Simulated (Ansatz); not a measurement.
`O[SiH2]O[SiH](Cl)Cl` + `N=C(N)S` → `N=C(S)N[SiH2]O` + `O[SiH](Cl)Cl`  (ligand exchange at the Si–O bond)

Computed with Ansatz on PBE0-D4/def2-TZVP structures; ΔE is electronic, products minus reactants. CBS: MP2 limit from def2 TZ/QZ plus the TZ coupled-cluster correction, frozen cores. This one scheme is used for every species. One conformer a species, not always the lowest.

```csv
level,ΔE (kcal/mol)
HF/def2-TZVPP,19.7
MP2/def2-TZVPP,16.4
SCS-MP2/def2-TZVPP,17.1
HF/CBS(def2),20.1
```

(1) What does CCSD(T)/CBS give? (An estimate is asked.)

Largest T1 diagnostic among the species: 0.014.

Results:

(1) The calculation gave: +16.8 kcal/mol. The listed levels differ from it by 2.9, -0.4, 0.3, 3.3 kcal/mol.

In def2-TZVPP, CCSD(T) changes the Hartree–Fock value by −3.1 kcal/mol (the triples alone add −0.5 kcal/mol) and MP2 by −3.4 kcal/mol.
